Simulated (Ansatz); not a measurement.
`[NH2][GeH2][CH]=O`, relaxed with RKS PBE0-D4/def2-TZVP in Ansatz from a PBE-D4/def2-SVP geometry. The force threshold is 0.005 eV/Å; the program also tests the step.

The species carries charge 0 and has multiplicity 1.

Start:

```xyz
9

N     0.132   -0.415   -1.538
Ge    0.185   -0.524    0.318
C    -0.292    1.308    1.023
O    -0.535    1.516    2.193
H    -0.814   -0.496   -1.930
H     0.712   -1.127   -1.996
H    -0.753   -1.578    0.986
H     1.661   -0.834    0.689
H    -0.297    2.151    0.257
```

**Question.** By how much does the energy fall, and how many steps does the optimiser take? (Estimate.)

**Answer.** Ansatz gave: 4.08 kJ/mol, in 11 steps, 3 of them rejected.

**Question.** Which bonds change most? (Best estimate.)

**Answer.** Computed: C3–H9 from 1.139 to 1.117 Å; N1–Ge2 from 1.860 to 1.840 Å; Ge2–H7 from 1.561 to 1.542 Å; N1–H6 from 1.027 to 1.010 Å.

**Question.** Give the relaxed structure. (Estimate.)

**Answer.** The calculation gave: 
```xyz
9

N     0.082   -0.429   -1.511
Ge    0.199   -0.525    0.323
C    -0.274    1.300    1.011
O    -0.637    1.500    2.136
H    -0.843   -0.577   -1.891
H     0.730   -1.029   -2.002
H    -0.744   -1.549    0.987
H     1.666   -0.837    0.659
H    -0.178    2.145    0.288
```
